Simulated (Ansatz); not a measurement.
Program: Ansatz. Geometries: PBE0-D4/def2-TZVP. ΔE: electronic, gas phase. CCSD(T)/CBS adds triple-zeta CCSD(T) − MP2 to the extrapolated MP2 energy (def2 sets, frozen cores). Functionals use def2-TZVPP. B3LYP here is the variant with VWN-RPA as its local correlation; programs differ in this. Each species was taken in one conformer, which may not be the lowest.

Reaction (formal exchange of groups at the Si–Si bond): `FC[SiH2][SiH3]` + `C=C(N)O` → `N[SiH2]CF` + `C=C(O)[SiH3]`

`FC[SiH2][SiH3]`:

Cartesian coordinates in Å:
```
F -0.930 -1.366 1.541
C -0.709 0.007 1.575
Si 0.665 0.483 0.350
Si 0.171 -0.331 -1.787
H -0.444 0.284 2.601
H -1.648 0.510 1.324
H 0.744 1.972 0.338
H 1.968 -0.055 0.828
H 1.175 0.166 -2.766
H 0.182 -1.817 -1.799
H -1.176 0.145 -2.206
```

`C=C(N)O`:

Z-matrix (Å, degrees):
```
C
C 1 1.338
H 1 1.080 2 120.9
H 1 1.081 2 120.9 3 -177.8
N 2 1.376 1 126.3 3 4.1
O 2 1.355 1 124.2 3 -178.6
H 5 1.008 2 113.9 1 -150.1
H 5 1.006 2 114.7 1 -17.1
H 6 0.961 2 108.3 1 3.3
```

`N[SiH2]CF`:

Z-matrix (Å, degrees):
```
Si
C 1 1.890
N 1 1.717 2 107.5
H 1 1.488 2 109.5 3 117.5
H 1 1.493 2 107.4 3 -125.3
F 2 1.398 1 109.1 3 59.0
H 2 1.095 1 111.5 3 -59.9
H 2 1.095 1 112.2 3 178.6
H 3 1.007 1 120.0 2 165.1
H 3 1.008 1 118.6 2 -53.5
```

`C=C(O)[SiH3]`:

Z-matrix (Å, degrees):
```
Si
C 1 1.875
H 1 1.489 2 109.7
H 1 1.489 2 109.7 3 -117.4
H 1 1.482 2 109.4 3 121.3
O 2 1.368 1 119.8 3 58.7
C 2 1.332 1 121.2 3 -121.3
H 6 0.960 2 110.6 1 -0.0
H 7 1.085 2 121.4 1 180.0
H 7 1.081 2 120.3 1 -0.0
```

| level | ΔE (kcal/mol) | difference from CCSD(T)/CBS |
| --- | --- | --- |
| PBE-D4 | -9.3 | 6.5 |
| r2SCAN-D4 | -11.6 | 4.2 |
| PBE0-D4 | -9.7 | 6.1 |
| B3LYP-D4 | -13.6 | 2.2 |
| ωB97X-V | -12.7 | 3.1 |
| ωB97M-V | -14.9 | 0.9 |
| B2PLYP | -14.9 | 0.9 |
| PBE | -9.2 | 6.6 |
| r2SCAN | -11.6 | 4.2 |
| PBE0 | -9.6 | 6.2 |
| B3LYP | -13.4 | 2.4 |
| HF/def2-TZVPP | -15.0 | 0.8 |
| MP2/def2-TZVPP | -16.5 | -0.7 |
| SCS-MP2/def2-TZVPP | -17.0 | -1.2 |
| CCSD/def2-TZVPP | -14.9 | 0.9 |
| CCSD(T)/def2-TZVPP | -14.9 | 0.9 |
| HF/def2-QZVPP | -15.5 | 0.3 |
| MP2/def2-QZVPP | -17.2 | -1.4 |
| SCS-MP2/def2-QZVPP | -17.7 | -1.9 |
| HF/CBS(def2) | -15.6 | 0.2 |
| MP2/CBS(def2) | -17.4 | -1.6 |
| CCSD/CBS(def2) | -15.9 | -0.1 |
| CCSD(T)/CBS | -15.8 | 0 |

Largest T1 diagnostic among the species: 0.013.
